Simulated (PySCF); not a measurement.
# Multinuclear NMR of C5H4O2

Geometry (Å), atoms numbered from 1 in this order:
```xyz
11

O    -3.0352    1.3901    0.5495
C    -2.3254    0.5075    0.1354
C    -0.8706    0.4948    0.2437
C     0.0344   -0.5194   -0.2102
C     1.2713   -0.0854    0.1093
O     1.2007    1.1231    0.7286
C    -0.0906    1.4624    0.8048
H    -2.7602   -0.3786   -0.3730
H    -0.2170   -1.4434   -0.7065
H     2.2607   -0.4890   -0.0226
H    -0.3273    2.4037    1.2722
```

PySCF 2.14 calculation with structure optimised with PBE0-D3(BJ)/def2-TZVP and σ from GIAO-B97-2/pcSseg-2; one computed conformer, isolated molecule, non-relativistic Hamiltonian.

Q: What are the ¹⁷O shifts?

A: 
| atoms | environment | σ (ppm) | δ (ppm) |
| --- | --- | --- | --- |
| O1 | aldehyde oxygen | -298.5 | 556.8 |
| O6 | aromatic ring oxygen | 23.0 | 252.3 |

Shieldings were converted by a linear fit to measured shifts: ¹⁷O (scatter 12.2 ppm rms vs liquid water, solution or neat liquid). Occasional misses reach two or three times the rms, and more in compound classes unlike the fitted ones.

On a 300 MHz spectrometer ¹⁷O resonates near 40.7 MHz, so 1 ppm is 40.7 Hz.
